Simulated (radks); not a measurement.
All-electron atom: Hg3+ in [Xe] 4f14 5d9. Calculated with a radial shooting solver on a logarithmic mesh with Libxc functionals: Dirac Kohn-Sham, Wu-Cohen GGA, spin-unpolarised, spherical densities, finite nucleus; open shells are shared between the two j in proportion to 2j + 1; Fermi nuclear charge, rms radius 5.4648 fm.

Normalised radial functions P(r) = r R(r) (large component), r in bohr:

r,5s1/2,6s1/2,6p1/2
0.001141,0.0953,0.0367,0.0041
0.001801,0.1296,0.0499,0.0067
0.002819,0.1686,0.0649,0.0111
0.004447,0.2059,0.0793,0.0190
0.00696,0.2222,0.0856,0.0324
0.01089,0.1855,0.0714,0.0540
0.01719,0.0541,0.0207,0.0842
0.0269,-0.1660,-0.0640,0.1099
0.04245,-0.3398,-0.1308,0.0949
0.06644,-0.1729,-0.0659,-0.0046
0.1048,0.3484,0.1349,-0.1419
0.1641,0.3684,0.1384,-0.0906
0.2568,-0.4950,-0.1952,0.1763
0.4051,-0.4228,-0.1343,0.1227
0.6341,0.9328,0.3723,-0.2992
1,1.1250,0.1125,-0.1977
1.566,0.3590,-0.6521,0.4545
2.471,0.0301,-0.6972,0.7150
3.867,0.0004,-0.2312,0.3567
6.053,0.0000,-0.0187,0.0508

5s1/2: eigenvalue -152.08 eV, 4 radial nodes at r = 0.0194, 0.0783, 0.203, 0.470 bohr, <r> = 0.901 bohr, 90 % of the charge inside 1.29 bohr. 6s1/2 (empty): eigenvalue -34.127 eV, 5 radial nodes at r = 0.0194, 0.0781, 0.201, 0.455, 1.07 bohr, <r> = 2.22 bohr, 90 % of the charge inside 3.18 bohr. 6p1/2 (empty): eigenvalue -25.681 eV, 4 radial nodes at r = 0.0655, 0.193, 0.464, 1.16 bohr, <r> = 2.57 bohr, 90 % of the charge inside 3.71 bohr.
